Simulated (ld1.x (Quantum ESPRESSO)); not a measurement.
# Pseudopotential generation for tin (Sn): PAW, PBE, scalar-relativistic.

tin (Sn), PAW, made with ld1.x (Quantum ESPRESSO) 7.5 (PBE, scalar-relativistic). Core [Kr], reference 4d10 5s2 5p2. Waves: 5s (bound): rcut 1.40, rcutus 1.80 bohr; 5s channel at 2.65 Ry: rcut 1.40, rcutus 1.80 bohr; 5p (bound): rcut 1.90, rcutus 2.35 bohr; 5p channel at 0.7 Ry: rcut 1.90, rcutus 2.35 bohr; 4d (bound): rcut 1.10, rcutus 1.25 bohr; 4d channel at -1.55 Ry: rcut 1.10, rcutus 1.25 bohr. Local part: all-electron potential smoothed inside 2.15 bohr (lloc = -1). Core correction: Bessel-smoothed model core, default radius (core density twice the valence density). Augmentation charge: PSQ, radius 1.10 bohr.

Q: Does the generator finish with these settings?

A: Yes, a potential is produced and its reference levels are reproduced.

Q: Estimate the cutoffs (Ry, on a coarse ladder) from which the occupation-weighted sum of valence levels, in a spherical-Bessel basis at the reference potential, stays within 10 and 1 mRy of its value at 400 Ry.

A: 100 Ry and 160 Ry.

Q: What does a ghost test show?

A: No extra level below or beside the all-electron valence levels (s, p, d, f tested).

Q: Is the overlap operator S = 1 + Σ q|β⟩⟨β| positive definite (Bessel basis up to 400 Ry)?

A: Yes: its lowest eigenvalue is 0.54 (p channel).

Q: Which valence shell sets the plane-wave cutoff?

A: 4d: its level needs 100 Ry to come within 1 mRy, against 15 Ry for 5s.

Its largest configuration-test error is -1.5 meV (4d10 5s2 5p1). Test run stopped at test 2 of 7 (negative rho).
